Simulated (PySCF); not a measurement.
# A ladder for the ionisation energy of Fe

Fe [Ar] 3d6 4s2 (5D) → Fe+ [Ar] 3d6 4s1 (6D). Scalar values calculated with PySCF 2.14 in x2c-TZVPPall with one added diffuse shell each of s, p, d, f type (spin-free X2C; valence: [Ar] frozen; valence and next inner shell: [Ne] frozen). The spin-orbit shift comes from two-component X2C-1e calculations (generalised Hartree-Fock, GHF, and MP2 on its spinors, GMP2) in x2c-QZVPPall-2c: GMP2 gives 7.642 eV without and 7.641 eV with screened spin-orbit coupling, a shift of -0.001 eV (GHF: -0.002 eV). Sums use unrounded values; where a UHF row is shifted, it takes the GHF shift.

```
                                method  scalar (eV)
                                   UHF        6.436
                         MP2 (valence)        7.514
                     SCS-MP2 (valence)        7.695
                        CCSD (valence)        7.693
                     CCSD(T) (valence)        7.789
    MP2 (valence and next inner shell)        7.617
SCS-MP2 (valence and next inner shell)        7.710
   CCSD (valence and next inner shell)        7.701
CCSD(T) (valence and next inner shell)        7.834
                                   LDA        8.163
                                   PBE        7.860
                                  PBE0        7.658
                                 TPSSh        7.608
                               wB97X-V        7.809
                                 HSE06        7.679
                             BHandHLYP        7.765
```

Question: Form a composite estimate from CCSD(T) (valence and next inner shell) and the spin-orbit shift, and compare it with the reference, 7.902 eV (measured; NIST Atomic Spectra Database, ionization energies).

Answer: 7.834 + (-0.001) = 7.833 eV, an error of -0.070 eV.

The errors of the correlated levels include the incompleteness of the basis and the frozen core, so a lower level can come closer by cancellation.
